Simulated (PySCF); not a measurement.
Geometry:
```
atom   x (Å)   y (Å)   z (Å)
  C1   2.508  -0.471   0.550
  O2   1.104  -0.468   0.343
  C3   0.686  -0.432  -0.931
  O4   1.428  -0.345  -1.878
  C5  -0.803  -0.384  -1.017
  O6  -1.480  -1.071   0.034
  C7  -1.973  -0.008   0.863
 Si8  -1.465   1.335  -0.409
  H9   2.992   0.226  -0.136
 H10   2.667  -0.173   1.584
 H11   2.911  -1.472   0.381
 H12  -1.120  -0.749  -1.995
 H13  -3.035  -0.163   1.065
 H14  -1.439   0.002   1.819
 H15  -2.534   1.877  -1.244
 H16  -0.456   2.304   0.002
```

Level of theory: structure optimised with GFN2-xTB, shielding tensors at PBE0/pcSseg-1 (GIAO), in PySCF 2.14 (a single conformation, no solvent, averaged over atoms made equivalent by symmetry, fast rotation or ring inversion, no relativistic terms).

Chemical shifts δ = σref − σ; ¹³C (186.93 ppm) and ¹H (31.72 ppm) and ²⁹Si (349.16 ppm) vs TMS; ¹⁷O (336.08 ppm) against H2O, all at this level.

```tsv
atoms	nucleus	count	δ (ppm)
C1	¹³C	1	52.8
H15	¹H	1	5.44
H14	¹H	1	5.01
C3	¹³C	1	180.6
H13	¹H	1	4.62
O2	¹⁷O	1	184.0
H12	¹H	1	?
H16	¹H	1	?
O4	¹⁷O	1	417.3
O6	¹⁷O	1	46.2
Si8	²⁹Si	1	-13.7
C5	¹³C	1	79.1
H9/H10/H11	¹H	3	?
C7	¹³C	1	?
```

Problem. Fill in the missing shifts.

Solution. 
- C7: 65.3 ppm, sp3 CH2 bonded to O and Si; pulled downfield by the heteroatom
- H16: 5.01 ppm, hydrogen on a silicon bonded to 2 C, in a 4-membered ring
- H12: 4.93 ppm, hydrogen on an sp3 CH bonded to O and Si, α to a carbonyl; its carbon carries O, hence the downfield position
- H9/H10/H11: 4.07 ppm, hydrogen on a methyl carbon bonded to O; its carbon carries O, an electronegative neighbour

Shifts are as computed. Against solution values, carbons near 30 ppm lie about +3 ppm off and those near 130 ppm about +5 ppm. Of 1309 compounds with measured shifts, 239 miss one by over three times the rms of a fit or turn the order of signals round; such compounds aren't used in these exercises. Unscaled 17O shifts of doubly bonded oxygen tend to come out too high, by tens of ppm or more. Experimental scales use liquid or dissolved standards, which lie at an offset from isolated H2O (liquid H2O: subtract about 36 ppm).
